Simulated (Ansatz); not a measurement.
CH9BN2Si, SMILES `BN(C)[SiH2]N` from Hartree–Fock to CCSD(T)

Z-matrix (Å, degrees):
```
C
N 1 1.458
H 1 1.095 2 111.2
H 1 1.095 2 111.2 3 119.9
H 1 1.090 2 109.9 3 -120.0
Si 2 1.761 1 114.0 3 -59.8
B 2 1.392 1 121.6 3 120.1
N 6 1.703 2 116.5 1 -179.9
H 6 1.486 2 106.6 1 -58.7
H 6 1.486 2 106.6 1 58.8
H 7 1.201 2 119.3 1 0.0
H 7 1.198 2 119.7 1 180.0
H 8 1.007 6 120.0 2 71.8
H 8 1.007 6 120.0 2 -71.7
```

Total charge 0; spin multiplicity 1. Geometry: relaxed with PBE0-D4/def2-TZVP. It is one conformer, not always the lowest. Frozen core, restricted reference, Ansatz 0.2.0. CBS rows extrapolate triple and quadruple zeta; past MP2 they add the triple-zeta difference.

```
     basis     HF (Eh)  MP2 corr.  CCSD corr.       (T)  CCSD(T) total
def2-TZVPP  -465.78760   -0.83199    -0.88436  -0.03390     -466.70586
def2-QZVPP  -465.80586   -0.88883           –         –              –
 CBS(def2)  -465.80838   -0.93093    -0.98330     as TZ     -466.82558
```
